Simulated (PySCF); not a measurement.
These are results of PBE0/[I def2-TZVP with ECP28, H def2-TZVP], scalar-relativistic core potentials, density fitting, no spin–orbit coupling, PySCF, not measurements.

Each entry is the lowest minimum that a search over a few typed start shapes (and spin states, where more than one is plausible) found, or that minimum re-optimised at the stated level; isomers with ligand–ligand bonds, or fragments after loss of a ligand pair, can lie lower. Open shells are unrestricted.

IH₆ is a doublet of Oh symmetry with I–H 1.796 Å (×6); H–I–H 90.0° (×12), H–I–H 180.0° (×3). Its wavenumbers are 552 (×3), 668 (×3), 789 (×3), 1358 (×3), 1703, 1706 (×2) cm⁻¹.

What changes when one electron is removed, giving IH₆⁺?

It costs 6.62 eV between the minima (6.95 eV with zero-point energy). IH₆⁺ is a singlet of Oh symmetry with I–H 1.706 Å (×6); H–I–H 90.0° (×12), H–I–H 180.0° (×3); wavenumbers 944 (×3), 978 (×3), 1067 (×3), 1894 (×3), 1931 (×2), 1978 cm⁻¹.
